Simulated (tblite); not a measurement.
C₇H₁₀N₂S.
SMILES with atom numbers: `[CH2:1]=[CH:2][n:3]1[n:4][c:5]([CH3:6])[cH:7][c:8]1[S:9][CH3:10]` (hydrogens: H11, H12 on C1; H13 on C2; H14, H15, H16 on C6; H17 on C7; H18, H19, H20 on C10)

Computed geometry: GFN2-xTB, gas phase.

List the bond lengths, angles and torsions at this level.

```json
{"bond": "C1=C2", "length (Å)": "1.324", "order": "double"}
{"bond": "C2–N3", "length (Å)": "1.385", "order": "single"}
{"bond": "N3–N4", "length (Å)": "1.340", "order": "aromatic"}
{"bond": "N4–C5", "length (Å)": "1.317", "order": "aromatic"}
{"bond": "C5–C6", "length (Å)": "1.486", "order": "single"}
{"bond": "C5–C7", "length (Å)": "1.411", "order": "aromatic"}
{"bond": "C7–C8", "length (Å)": "1.377", "order": "aromatic"}
{"bond": "C8–S9", "length (Å)": "1.749", "order": "single"}
{"bond": "S9–C10", "length (Å)": "1.813", "order": "single"}
{"bond": "N3–C8", "length (Å)": "1.363", "order": "aromatic"}
{"bond": "C1–H11", "length (Å)": "1.073", "order": "single"}
{"bond": "C1–H12", "length (Å)": "1.075", "order": "single"}
{"bond": "C2–H13", "length (Å)": "1.081", "order": "single"}
{"bond": "C6–H14, C6–H15, C6–H16", "length (Å)": "1.088", "order": "single"}
{"bond": "C7–H17", "length (Å)": "1.070", "order": "single"}
{"bond": "C10–H18, C10–H19, C10–H20", "length (Å)": "1.086", "order": "single"}
```

Bonds in one row agree within 0.01 Å and their mean is given. Orders are formal, as drawn. A selection of angles:
```json
{"angle": "C2–C1–H11", "degrees": "121.2"}
{"angle": "C2–C1–H12", "degrees": "120.5"}
{"angle": "H11–C1–H12", "degrees": "118.3"}
{"angle": "C1–C2–N3", "degrees": "123.2"}
{"angle": "C1–C2–H13", "degrees": "123.5"}
{"angle": "N3–C2–H13", "degrees": "113.3"}
{"angle": "C2–N3–N4", "degrees": "122.3"}
{"angle": "C2–N3–C8", "degrees": "126.8"}
{"angle": "N4–N3–C8", "degrees": "110.9"}
{"angle": "N3–N4–C5", "degrees": "106.7"}
{"angle": "N4–C5–C6", "degrees": "121.9"}
{"angle": "N4–C5–C7", "degrees": "110.7"}
{"angle": "C6–C5–C7", "degrees": "127.3"}
{"angle": "C5–C6–H14", "degrees": "109.3"}
{"angle": "H14–C6–H15", "degrees": "109.1"}
{"angle": "H15–C6–H16", "degrees": "108.2"}
{"angle": "C5–C7–C8", "degrees": "104.6"}
{"angle": "C5–C7–H17", "degrees": "127.0"}
{"angle": "C8–C7–H17", "degrees": "128.4"}
{"angle": "C7–C8–S9", "degrees": "131.7"}
{"angle": "N3–C8–C7", "degrees": "107.0"}
{"angle": "N3–C8–S9", "degrees": "121.3"}
{"angle": "C8–S9–C10", "degrees": "100.0"}
{"angle": "S9–C10–H18", "degrees": "109.5"}
{"angle": "S9–C10–H19", "degrees": "106.3"}
{"angle": "H18–C10–H19", "degrees": "110.1"}
{"angle": "H18–C10–H20", "degrees": "111.2"}
```

Dihedral angles: C1–C2–N3–N4 0° (synperiplanar); C7–C8–S9–C10 -1° (synperiplanar). The mirror-image conformer, all signs reversed, is as good.

The 10 heavy atoms lie in one plane (0.006 Å rms). The C–N distances run from 1.317 Å (N4–C5, aromatic) to 1.385 Å (C2–N3, drawn single), a spread of 0.068 Å. The 5-membered ring N3–N4–C5–C7–C8 has internal angles of 104.6° to 110.9° (sum 540°, against 540° for a flat polygon); it is planar, 0.00 Å rms from its mean plane, widest ring torsion 0°. The C–C distances run from 1.324 Å (C1=C2, drawn double) to 1.486 Å (C5–C6, drawn single), a spread of 0.162 Å. N3 (pyrrole-type nitrogen) is planar (angles 126.8°, 122.3° and 110.9°, sum 360.0°, 0.00 Å off the plane of its three neighbours). The 2 C–S bonds span 1.749 Å (C8–S9, drawn single) to 1.813 Å (S9–C10, drawn single), a spread of 0.064 Å. N4 (pyridine-type nitrogen) is bent (angle 106.7°).

Point group: near Cs, missed by 0.23 Å at most; the miss may be what the optimiser left on a soft mode. Its GFN2-xTB frequencies are all real (lowest 40 cm⁻¹). The numbers are those of one conformer. 2 starts were optimised and ended at 0.00 and 0.30 kcal/mol (GFN2-xTB); the lowest of these is shown.

Hardware: AMD EPYC 7B13, one thread, no GPU (shared host). Cost: 0.74 s. This is the geometry optimisation.
